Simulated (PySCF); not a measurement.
Atoms are numbered as in `[CH2:1]=[CH:2][C:3](=[CH2:4])/[CH:5]=[CH:6]\[CH3:7]`. Each H is labelled by its parent atom. Ha(C4) is cis to C2; Ha(C1) is cis to C3; Hb(C4) is trans to C2; Hb(C1) is trans to C3.

Theoretical values (PySCF): shielding tensors at CAM-B3LYP/pcSseg-1 (GIAO), geometry: PBE0-D3(BJ)/def2-SVP. Rapidly exchanging positions averaged, a single conformation, non-relativistic Hamiltonian, isolated molecule.

References, each an isolated molecule treated in the same way: $^{13}$C (σ = 182.45 ppm) and $^{1}$H (σ = 31.33 ppm) vs TMS.

```tsv
atoms	nucleus	count	δ (ppm)
C4	$^{13}$C	1	128.4
C3	$^{13}$C	1	156.1
H(C5)	$^{1}$H	1	6.20
C1	$^{13}$C	1	127.0
C2	$^{13}$C	1	149.0
Ha(C4)	$^{1}$H	1	5.45
H(C2)	$^{1}$H	1	6.42
H(C6)	$^{1}$H	1	?
C6	$^{13}$C	1	142.9
Hb(C1)	$^{1}$H	1	?
H(C7)	$^{1}$H	3	1.60
C7	$^{13}$C	1	?
Ha(C1)	$^{1}$H	1	5.45
Hb(C4)	$^{1}$H	1	?
C5	$^{13}$C	1	?
```

Problem. Complete the table.

Solution. 
- C5: 137.1 ppm, alkene CH; as expected for a trigonal carbon in a double bond
- C7: 18.0 ppm, allylic methyl carbon; saturated and bonded to C and H only
- H(C6): 5.82 ppm, hydrogen on an alkene CH; attached to an sp2 carbon and in the plane of the double bond
- Hb(C1): 5.40 ppm, hydrogen on a terminal =CH2 carbon; olefinic region
- Hb(C4): 5.24 ppm, hydrogen on a terminal =CH2 carbon; a vinylic proton, deshielded by the sp2 carbon and the C=C anisotropy

Shifts are as computed, not scaled to solution data. Of 1211 compounds with measured shifts, 218 miss one by over three times the rms of a fit or turn the order of signals round; such compounds aren't used in these exercises.
